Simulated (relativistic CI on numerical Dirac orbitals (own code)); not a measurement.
**Spin-allowed bands of a d7 ion in a tetrahedral site, by hand**

Problem. A d7 ion in a tetrahedral site has a 4A2 ground term and spin-allowed bands at ν1 = 9200 and ν2 = 14468 cm⁻¹ (from a computed ligand-field model). Find Δ and the Racah parameter B, and predict the third band.

Working.
1. The F term splits into A2 (−1.2Δ), T2 (−0.2Δ) and T1 (+0.6Δ), so ν1 = E(T2) − E(A2) = Δ = 9200 cm⁻¹.
2. T1(F) mixes with T1(P), which lies at 15B, through an element 0.4Δ. The two roots, counted from A2, are ν2,3 = ½(15B + 3Δ) ∓ ½√[(15B − Δ)² + 12BΔ].
3. Solving the lower root for B gives B = (2ν1² + ν2² − 3ν1ν2)/(15ν2 − 27ν1) = -20713776/-31380 = 660 cm⁻¹.
4. The sum of the roots is 15B + 3Δ, so ν3 = 15B + 3ν1 − ν2 = 23033 cm⁻¹ (434 nm).

Check. The bands were computed by exact diagonalisation of the d7 shell with B = 660 and Δ = 9200 cm⁻¹, which gives ν3 = 23032 cm⁻¹. C does not enter the terms of highest spin.
